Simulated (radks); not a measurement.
Results of a calculation; reference values are marked as such.
Q: Mean orbital radii <r> (bohr) of the argon ion Ar3+, [Ne] 3s2 3p3, of relativity; Dirac values are averaged over j with weights 2j + 1. Spin-unpolarised spherical Kohn-Sham, PBEsol, point nucleus unless stated (finite: rms radius 3.4274 fm), a radial shooting solver on a logarithmic mesh with Libxc functionals. A level marked "c x" has the speed of light scaled by that factor and shares open shells by 2j + 1; other Dirac levels either fill j = l - 1/2 first or share by 2j + 1.

shell  non-rel.
1s      0.08628
2s       0.4161
2p       0.3766
3s        1.296
3p        1.397

Give the values at the level "Dirac, c x 3".

A: 
shell  Dirac, c x 3  change of magnitude (%)
1s          0.08623                    -0.06
2s           0.4158                    -0.06
2p           0.3765                    -0.02
3s            1.296                    -0.04
3p            1.397                    -0.01
